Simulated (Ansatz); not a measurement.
Correlation energies of C$_{4}$H$_{5}$F$_{3}$O$_{2}$, SMILES `CCOC(=O)C(F)(F)F` by basis set

Cartesian coordinates in Å:
```
C -0.4506 -1.5602 1.3053
C 0.1903 -1.4051 -0.0499
O -0.1968 -0.1596 -0.6660
C 0.5023 0.9052 -0.3268
O 1.4328 0.9604 0.4192
C -0.0632 2.1442 -1.0572
F 0.6357 3.2220 -0.7475
F -1.3346 2.3483 -0.7080
F -0.0167 1.9736 -2.3788
H -0.0903 -0.7983 1.9976
H -1.5372 -1.4897 1.2317
H -0.1977 -2.5400 1.7165
H -0.1530 -2.1656 -0.7502
H 1.2789 -1.4352 0.0141
```

The species carries charge 0 and has multiplicity 1. The geometry is a stationary point of PBE0-D4/def2-TZVP. It is one conformer, not always the lowest. Frozen core, restricted reference, the Gaussian-basis code of Ansatz. CBS rows extrapolate triple and quadruple zeta; past MP2 they add the triple-zeta difference.

```
     basis     HF (Eh)  MP2 corr.  CCSD corr.       (T)  CCSD(T) total
  def2-SVP           ?   -1.44520    -1.48820  -0.03931              ?
def2-TZVPP           ?   -1.85348           ?  -0.07068              ?
def2-QZVPP  -602.72554   -2.00543           –         –              –
 CBS(def2)           ?   -2.11798    -2.14199     as TZ              ?
```

(1) Fill in the withheld values. (Best estimate.)

Results:

(1) Ansatz gave: def2-SVP HF (Eh): -601.96841; def2-SVP CCSD(T) total: -603.49592; def2-TZVPP HF (Eh): -602.69914; def2-TZVPP CCSD corr.: -1.87748; def2-TZVPP CCSD(T) total: -604.64730; CBS(def2) HF (Eh): -602.72918; CBS(def2) CCSD(T) total: -604.94185.
